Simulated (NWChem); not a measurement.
System: Si₃H₆, singlet; SMILES [Si]([SiH3])[SiH3]

The following NWChem deck was run.

```
start job
memory heap 200 mb stack 900 mb global 1100 mb
geometry units angstroms
  Si     0.330880    -0.156334     0.829676
  Si     0.696594     1.782580    -0.365689
  H      0.222358     2.896971     0.472171
  H      0.198718     2.112025    -1.712656
  H      2.155821     1.946463    -0.478061
  Si    -0.979556    -1.648906    -0.343717
  H     -0.212351    -2.901698    -0.447083
  H     -1.555240    -1.471191    -1.688240
  H     -2.145815    -1.951191     0.503149
end
basis spherical
  * library def2-svp
end
dft
  xc pbe0
  iterations 150
end
driver
  maxiter 120
end
task dft optimize
task dft freq
```

NWChem printed, in part:

```
             Northwest Computational Chemistry Package (NWChem) 7.3.0
             --------------------------------------------------------

 C2V symmetry detected

                             Geometry "geometry" -> ""
                             -------------------------

 Output coordinates in angstroms (scale by  1.889725989 to convert to a.u.)

  No.       Tag          Charge          X              Y              Z
 ---- ---------------- ---------- -------------- -------------- --------------
    1 Si                  14.0000     0.00000000     0.00000000     0.94476168
    2 Si                  14.0000    -1.90951943     0.00000000    -0.34972038
    3 H                    1.0000    -2.69786353    -1.17735790     0.05167311
    4 H                    1.0000    -1.99476749     0.00000000    -1.82059264
    5 H                    1.0000    -2.69786353     1.17735790     0.05167311
    6 Si                  14.0000     1.90951943     0.00000000    -0.34972038
    7 H                    1.0000     2.69786353     1.17735790     0.05167311
    8 H                    1.0000     1.99476749     0.00000000    -1.82059264
    9 H                    1.0000     2.69786353    -1.17735790     0.05167311

 Effective nuclear repulsion energy (a.u.)     173.2748341283

      Symmetry information
      --------------------

 Group name             C2v
 Group number             16
 Group order               4
 No. of unique centers     4

                                Z-matrix (autoz)
                                --------

 Units are Angstrom for bonds and degrees for angles

[...]

      ----------------------
      Optimization converged
      ----------------------

  Step       Energy      Delta E   Gmax     Grms     Xrms     Xmax
  ---- ---------------- -------- -------- -------- -------- --------
@    5    -871.35370231 -1.9D-07  0.00006  0.00002  0.00042  0.00106
                                     ok       ok       ok       ok

                                Z-matrix (autoz)
                                --------

 Units are Angstrom for bonds and degrees for angles

[...]

 Rotational Constants
 --------------------
 A=   0.282303 cm-1  (  0.406163 K)
 B=   0.076321 cm-1  (  0.109806 K)
 C=   0.062704 cm-1  (  0.090215 K)

 Temperature                      =   298.15K
 frequency scaling parameter      =   1.0000

 Zero-Point correction to Energy  =   30.449 kcal/mol  (  0.048523 au)
 Thermal correction to Energy     =   33.940 kcal/mol  (  0.054087 au)
 Thermal correction to Enthalpy   =   34.532 kcal/mol  (  0.055031 au)

 Total Entropy                    =   73.773 cal/mol-K
   - Translational                =   39.386 cal/mol-K (mol. weight =  89.9777)
   - Rotational                   =   25.193 cal/mol-K (symmetry #  =        2)
   - Vibrational                  =    9.194 cal/mol-K

 Cv (constant volume heat capacity) =   19.319 cal/mol-K
   - Translational                  =    2.979 cal/mol-K
   - Rotational                     =    2.979 cal/mol-K
   - Vibrational                    =   13.360 cal/mol-K

[normal modes left out]

 ----------------------------------------------------------------------------
 Normal Eigenvalue ||           Projected Infra Red Intensities
  Mode   [cm**-1]  || [atomic units] [(debye/angs)**2] [(KM/mol)] [arbitrary]
 ------ ---------- || -------------- ----------------- ---------- -----------
    1     -138.147 ||    0.000000           0.000         0.000       0.000
    2      -92.531 ||    0.001914           0.044         1.866       0.439
    3        0.000 ||    0.000011           0.000         0.011       0.002
    4        0.000 ||    0.000004           0.000         0.004       0.001
    5        0.000 ||    0.000000           0.000         0.000       0.000
    6        0.000 ||    0.000010           0.000         0.010       0.002
    7        0.000 ||    0.000002           0.000         0.002       0.000
    8        0.000 ||    0.000003           0.000         0.003       0.001
    9      124.792 ||    0.001565           0.036         1.525       0.359
   10      333.370 ||    0.000000           0.000         0.000       0.000
   11      359.724 ||    0.004877           0.113         4.755       1.118
   12      413.524 ||    0.000694           0.016         0.676       0.159
   13      439.012 ||    0.049299           1.137        48.059      11.301
   14      492.018 ||    0.015179           0.350        14.797       3.479
   15      557.668 ||    0.000458           0.011         0.447       0.105
   16      831.701 ||    0.417838           9.640       407.329      95.781
   17      861.077 ||    0.044681           1.031        43.557      10.242
   18      910.649 ||    0.015684           0.362        15.289       3.595
   19      919.303 ||    0.126597           2.921       123.413      29.020
   20      933.839 ||    0.000000           0.000         0.000       0.000
   21      935.737 ||    0.053699           1.239        52.349      12.309
   22     2188.592 ||    0.125772           2.902       122.609      28.831
   23     2191.305 ||    0.002515           0.058         2.452       0.577
   24     2197.370 ||    0.000000           0.000         0.000       0.000
   25     2197.744 ||    0.147119           3.394       143.419      33.724
   26     2207.708 ||    0.002454           0.057         2.392       0.563
   27     2214.189 ||    0.167478           3.864       163.265      38.391
 ----------------------------------------------------------------------------

 ===============================================================================
      Negative Nuclear Hessian Mode    1  Eigenvalue =   -138.15 cm**(-1)
 -------------------------------------------------------------------------------
   Raw step length:  0.513 angstroms ;  The Raw step for this mode is:
    1 Si                  14.0000    -0.00000000     0.00000015     0.00000021
    2 Si                  14.0000     0.00000026    -0.01655839    -0.00000007
    3 H                    1.0000    -0.16797323     0.12637018     0.09105559
    4 H                    1.0000     0.00000114    -0.16236646     0.00000024
    5 H                    1.0000     0.16797337     0.12637003    -0.09105681
    6 Si                  14.0000    -0.00000026     0.01655834    -0.00000007
    7 H                    1.0000     0.16797564    -0.12637239     0.09105694
    8 H                    1.0000    -0.00000115     0.16236782     0.00000025
    9 H                    1.0000    -0.16797578    -0.12637224    -0.09105818

  Geometry after  100.0% step for mode  1; Step length =  0.513 angstroms
   Maximum component (any atom: x,y, or z) displacement:  0.317
    1 Si                  14.0000    -0.00000000     0.00000015     1.22982197
    2 Si                  14.0000    -1.80500233    -0.01655839    -0.33955991
    3 H                    1.0000    -2.81097936    -1.08076874     0.05922415
    4 H                    1.0000    -1.50188932    -0.16236646    -1.80627387
    5 H                    1.0000    -2.47503276     1.33350895    -0.12288825
    6 Si                  14.0000     1.80500233     0.01655834    -0.33955991
    7 H                    1.0000     2.81098177     1.08076653     0.05922550
    8 H                    1.0000     1.50188932     0.16236782    -1.80627387
    9 H                    1.0000     2.47503035    -1.33351116    -0.12288962

  Geometry after -100.0% step for mode  1; Step length =  0.513 angstroms
   Maximum component (any atom: x,y, or z) displacement:  0.317
    1 Si                  14.0000     0.00000000    -0.00000015     1.22982154
    2 Si                  14.0000    -1.80500285     0.01655839    -0.33955977
    3 H                    1.0000    -2.47503291    -1.33350910    -0.12288703
    4 H                    1.0000    -1.50189161     0.16236646    -1.80627436
    5 H                    1.0000    -2.81097950     1.08076888     0.05922537
    6 Si                  14.0000     1.80500285    -0.01655834    -0.33955977
    7 H                    1.0000     2.47503049     1.33351131    -0.12288838
    8 H                    1.0000     1.50189162    -0.16236782    -1.80627436
    9 H                    1.0000     2.81098191    -1.08076668     0.05922674

  Geometry after   50.0% step for mode  1; Step length =  0.257 angstroms
   Maximum component (any atom: x,y, or z) displacement:  0.159
    1 Si                  14.0000    -0.00000000     0.00000008     1.22982186
    2 Si                  14.0000    -1.80500246    -0.00827919    -0.33955988
    3 H                    1.0000    -2.72699274    -1.14395383     0.01369635
    4 H                    1.0000    -1.50188989    -0.08118323    -1.80627399
    5 H                    1.0000    -2.55901945     1.27032393    -0.07735985
    6 Si                  14.0000     1.80500246     0.00827917    -0.33955988
    7 H                    1.0000     2.72699395     1.14395272     0.01369703
    8 H                    1.0000     1.50188989     0.08118391    -1.80627399
    9 H                    1.0000     2.55901824    -1.27032504    -0.07736053

  Geometry after  -50.0% step for mode  1; Step length =  0.257 angstroms
   Maximum component (any atom: x,y, or z) displacement:  0.159
    1 Si                  14.0000     0.00000000    -0.00000008     1.22982165
    2 Si                  14.0000    -1.80500272     0.00827919    -0.33955980
    3 H                    1.0000    -2.55901952    -1.27032401    -0.07735923
    4 H                    1.0000    -1.50189104     0.08118323    -1.80627424
    5 H                    1.0000    -2.72699281     1.14395390     0.01369697
    6 Si                  14.0000     1.80500272    -0.00827917    -0.33955980
    7 H                    1.0000     2.55901831     1.27032511    -0.07735991
    8 H                    1.0000     1.50189104    -0.08118391    -1.80627424
    9 H                    1.0000     2.72699402    -1.14395280     0.01369765

  Geometry after   63.0% step for mode  1; Step length =  0.323 angstroms
   Maximum component (any atom: x,y, or z) displacement:  0.200
    1 Si                  14.0000    -0.00000000     0.00000010     1.22982189
    2 Si                  14.0000    -1.80500242    -0.01043284    -0.33955989
    3 H                    1.0000    -2.74883997    -1.12751765     0.02553939
    4 H                    1.0000    -1.50188975    -0.10230122    -1.80627396
    5 H                    1.0000    -2.53717220     1.28676010    -0.08920304
    6 Si                  14.0000     1.80500243     0.01043281    -0.33955989
    7 H                    1.0000     2.74884150     1.12751626     0.02554024
    8 H                    1.0000     1.50188974     0.10230208    -1.80627396
    9 H                    1.0000     2.53717068    -1.28676148    -0.08920390

  Geometry after  -63.0% step for mode  1; Step length =  0.323 angstroms
   Maximum component (any atom: x,y, or z) displacement:  0.200
    1 Si                  14.0000     0.00000000    -0.00000010     1.22982162
    2 Si                  14.0000    -1.80500275     0.01043284    -0.33955980
    3 H                    1.0000    -2.53717229    -1.28676019    -0.08920227
    4 H                    1.0000    -1.50189119     0.10230122    -1.80627427
    5 H                    1.0000    -2.74884006     1.12751774     0.02554016
    6 Si                  14.0000     1.80500275    -0.01043281    -0.33955980
    7 H                    1.0000     2.53717077     1.28676158    -0.08920312
    8 H                    1.0000     1.50189119    -0.10230208    -1.80627427
    9 H                    1.0000     2.74884158    -1.12751635     0.02554102

  Geometry after   31.5% step for mode  1; Step length =  0.162 angstroms
   Maximum component (any atom: x,y, or z) displacement:  0.100
    1 Si                  14.0000    -0.00000000     0.00000005     1.22982182
    2 Si                  14.0000    -1.80500251    -0.00521642    -0.33955986
    3 H                    1.0000    -2.69592305    -1.16732828    -0.00314603
    4 H                    1.0000    -1.50189011    -0.05115061    -1.80627404
    5 H                    1.0000    -2.59008916     1.24694951    -0.06051724
    6 Si                  14.0000     1.80500251     0.00521641    -0.33955986
    7 H                    1.0000     2.69592381     1.16732759    -0.00314560
    8 H                    1.0000     1.50189010     0.05115104    -1.80627403
    9 H                    1.0000     2.59008841    -1.24695020    -0.06051767

  Geometry after  -31.5% step for mode  1; Step length =  0.162 angstroms
   Maximum component (any atom: x,y, or z) displacement:  0.100
    1 Si                  14.0000     0.00000000    -0.00000005     1.22982169
    2 Si                  14.0000    -1.80500267     0.00521642    -0.33955982
    3 H                    1.0000    -2.59008921    -1.24694955    -0.06051685
    4 H                    1.0000    -1.50189083     0.05115061    -1.80627419
    5 H                    1.0000    -2.69592310     1.16732833    -0.00314564
    6 Si                  14.0000     1.80500267    -0.00521641    -0.33955982
    7 H                    1.0000     2.59008845     1.24695025    -0.06051728
    8 H                    1.0000     1.50189083    -0.05115104    -1.80627419
    9 H                    1.0000     2.69592386    -1.16732763    -0.00314521

 ===============================================================================
      Negative Nuclear Hessian Mode    2  Eigenvalue =    -92.53 cm**(-1)
 -------------------------------------------------------------------------------
   Raw step length:  0.509 angstroms ;  The Raw step for this mode is:
    1 Si                  14.0000     0.00000000     0.02425995     0.00000003
    2 Si                  14.0000     0.00000003    -0.00707326    -0.00000008
    3 H                    1.0000     0.15787402    -0.14259864    -0.09454878
    4 H                    1.0000    -0.00000086     0.14482741    -0.00000042
    5 H                    1.0000    -0.15787365    -0.14259869     0.09454972
    6 Si                  14.0000     0.00000000    -0.00707357     0.00000006
    7 H                    1.0000     0.15787121    -0.14259663     0.09454771
    8 H                    1.0000    -0.00000098     0.14482628     0.00000041
    9 H                    1.0000    -0.15787086    -0.14259669    -0.09454881

  Geometry after  100.0% step for mode  2; Step length =  0.509 angstroms
   Maximum component (any atom: x,y, or z) displacement:  0.298
    1 Si                  14.0000     0.00000000     0.02425995     1.22982178
    2 Si                  14.0000    -1.80500256    -0.00707326    -0.33955992
    3 H                    1.0000    -2.48513211    -1.34973756    -0.12638022
    4 H                    1.0000    -1.50189133     0.14482741    -1.80627453
    5 H                    1.0000    -2.80087978     1.06454022     0.06271828
    6 Si                  14.0000     1.80500259    -0.00707357    -0.33955978
    7 H                    1.0000     2.80087734     1.06454229     0.06271627
    8 H                    1.0000     1.50188949     0.14482628    -1.80627370
    9 H                    1.0000     2.48513527    -1.34973561    -0.12638025

  Geometry after -100.0% step for mode  2; Step length =  0.509 angstroms
   Maximum component (any atom: x,y, or z) displacement:  0.298
    1 Si                  14.0000    -0.00000000    -0.02425995     1.22982173
    2 Si                  14.0000    -1.80500262     0.00707326    -0.33955976
    3 H                    1.0000    -2.80088015    -1.06454027     0.06271734
    4 H                    1.0000    -1.50188960    -0.14482741    -1.80627370
    5 H                    1.0000    -2.48513248     1.34973761    -0.12638116
    6 Si                  14.0000     1.80500258     0.00707357    -0.33955990
    7 H                    1.0000     2.48513492     1.34973555    -0.12637915
    8 H                    1.0000     1.50189144    -0.14482628    -1.80627453
    9 H                    1.0000     2.80087699    -1.06454222     0.06271737

  Geometry after   50.0% step for mode  2; Step length =  0.255 angstroms
   Maximum component (any atom: x,y, or z) displacement:  0.149
    1 Si                  14.0000     0.00000000     0.01212997     1.22982177
    2 Si                  14.0000    -1.80500257    -0.00353663    -0.33955988
    3 H                    1.0000    -2.56406912    -1.27843824    -0.07910583
    4 H                    1.0000    -1.50189090     0.07241371    -1.80627432
    5 H                    1.0000    -2.72194295     1.13583957     0.01544342
    6 Si                  14.0000     1.80500259    -0.00353679    -0.33955981
    7 H                    1.0000     2.72194173     1.13584060     0.01544242
    8 H                    1.0000     1.50188998     0.07241314    -1.80627391
    9 H                    1.0000     2.56407070    -1.27843726    -0.07910585

  Geometry after  -50.0% step for mode  2; Step length =  0.255 angstroms
   Maximum component (any atom: x,y, or z) displacement:  0.149
    1 Si                  14.0000    -0.00000000    -0.01212997     1.22982174
    2 Si                  14.0000    -1.80500261     0.00353663    -0.33955980
    3 H                    1.0000    -2.72194314    -1.13583960     0.01544295
    4 H                    1.0000    -1.50189003    -0.07241371    -1.80627390
    5 H                    1.0000    -2.56406931     1.27843826    -0.07910630
    6 Si                  14.0000     1.80500259     0.00353679    -0.33955987
    7 H                    1.0000     2.56407053     1.27843723    -0.07910530
    8 H                    1.0000     1.50189095    -0.07241314    -1.80627432
    9 H                    1.0000     2.72194156    -1.13584057     0.01544297

  Geometry after   67.0% step for mode  2; Step length =  0.341 angstroms
   Maximum component (any atom: x,y, or z) displacement:  0.200
    1 Si                  14.0000     0.00000000     0.01626336     1.22982177
    2 Si                  14.0000    -1.80500257    -0.00474177    -0.33955990
    3 H                    1.0000    -2.53717068    -1.30273407    -0.09521497
    4 H                    1.0000    -1.50189105     0.09708927    -1.80627439
    5 H                    1.0000    -2.74884133     1.11154373     0.03155272
    6 Si                  14.0000     1.80500259    -0.00474198    -0.33955980
    7 H                    1.0000     2.74883969     1.11154511     0.03155137
    8 H                    1.0000     1.50188981     0.09708851    -1.80627384
    9 H                    1.0000     2.53717280    -1.30273276    -0.09521499

  Geometry after  -67.0% step for mode  2; Step length =  0.341 angstroms
   Maximum component (any atom: x,y, or z) displacement:  0.200
    1 Si                  14.0000    -0.00000000    -0.01626336     1.22982173
    2 Si                  14.0000    -1.80500261     0.00474177    -0.33955979
    3 H                    1.0000    -2.74884158    -1.11154376     0.03155209
    4 H                    1.0000    -1.50188989    -0.09708927    -1.80627383
    5 H                    1.0000    -2.53717093     1.30273410    -0.09521560
    6 Si                  14.0000     1.80500259     0.00474198    -0.33955988
    7 H                    1.0000     2.53717257     1.30273272    -0.09521425
    8 H                    1.0000     1.50189112    -0.09708851    -1.80627439
    9 H                    1.0000     2.74883946    -1.11154507     0.03155211

  Geometry after   33.5% step for mode  2; Step length =  0.171 angstroms
   Maximum component (any atom: x,y, or z) displacement:  0.100
    1 Si                  14.0000     0.00000000     0.00813168     1.22982176
    2 Si                  14.0000    -1.80500258    -0.00237088    -0.33955987
    3 H                    1.0000    -2.59008841    -1.25493649    -0.06352320
    4 H                    1.0000    -1.50189076     0.04854464    -1.80627425
    5 H                    1.0000    -2.69592373     1.15934132    -0.00013936
    6 Si                  14.0000     1.80500259    -0.00237099    -0.33955982
    7 H                    1.0000     2.69592291     1.15934202    -0.00014003
    8 H                    1.0000     1.50189014     0.04854426    -1.80627397
    9 H                    1.0000     2.59008947    -1.25493584    -0.06352322

  Geometry after  -33.5% step for mode  2; Step length =  0.171 angstroms
   Maximum component (any atom: x,y, or z) displacement:  0.100
    1 Si                  14.0000    -0.00000000    -0.00813168     1.22982174
    2 Si                  14.0000    -1.80500260     0.00237088    -0.33955981
    3 H                    1.0000    -2.69592386    -1.15934134    -0.00013968
    4 H                    1.0000    -1.50189018    -0.04854464    -1.80627397
    5 H                    1.0000    -2.59008853     1.25493651    -0.06352352
    6 Si                  14.0000     1.80500259     0.00237099    -0.33955986
    7 H                    1.0000     2.59008935     1.25493582    -0.06352285
    8 H                    1.0000     1.50189079    -0.04854426    -1.80627425
    9 H                    1.0000     2.69592279    -1.15934199    -0.00013966
```

Level: PBE0/def2-SVP. Low-valent species are run as closed-shell singlets; no triplet was tried in these runs. The optimisation ended at a saddle point (imaginary frequency).
